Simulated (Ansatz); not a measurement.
Job for Ansatz (a first-principles code): R-wB97X-V/def2-TZVPP on HNP (SMILES [NH+]#P). Charge +1.

Ansatz 0.2 input:
```yaml
crystal:
  periodic: [false, false, false]
  atoms:
    - {symbol: N, position_ang: [-0.00000000, -0.00000000, -0.90245708]}
    - {symbol: P, position_ang: [0.00000000, -0.00000000, 0.54515671]}
    - {symbol: H, position_ang: [0.00000000, 0.00000000, -1.91666709]}
basis:
  gaussian:
    orbitals: def2-TZVPP
hamiltonian:
  xc: {name: wB97X-V}
total_charge: 1
accuracy: high
phonons: {}
scf: {lower_state_search: off}
```

The head of its log:

```
Functional definition: wB97X-V
[...]
these checks for a lower state are left out or cut short: stability, starts, cluster_reference, orbital_swaps, neighbouring_geometries, increment
integrals: 0.10 GiB planned
1297 factors; integrals over basis functions are off by at most 2.3e-9 eV
integrals: 0.15 GiB planned
235 factors; integrals over basis functions are off by at most 5.8e-10 eV
mean field: 0.40 GiB planned
mean field evaluation 1: about -10770.6154 eV, gradient 8.7e1 eV
mean field evaluation 2: about -10745.0203 eV, gradient 1.3e2 eV
```

Q: Give the final energy of this run.

A: -396.3367 hartree.
